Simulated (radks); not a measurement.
Problem. The mean radii <r> (bohr) of the occupied orbitals of an atom or ion are listed with their occupations. All-electron calculation, Dirac Kohn-Sham, XLYP, spin-unpolarised, spherical densities, finite nucleus; Fermi nuclear charge, rms radius of each element as measured or else 0.836 A^(1/3) + 0.57 fm. Program: a radial shooting solver on a logarithmic mesh with Libxc functionals.

orbital  occ.      <r>
1s1/2       2  0.08524
2s1/2       2   0.3701
2p1/2       1   0.3205
3s1/2       1   0.9018

Name the element and its charge. Open shells, if any, fill j = l - 1/2 first.

Solution. Z = 18, argon, charge +12: Ar12+ in [He] 2s2 2p1 3s1. The 1s radius gives Z: for a bare nucleus <r> = (2 gamma + 1)/(2Z) with gamma = sqrt(1 - (Z/c)^2), 0.08285 bohr for Z = 18, and screening makes it slightly larger (0.08524 here). The occupations add up to 6, and the charge is Z minus that.
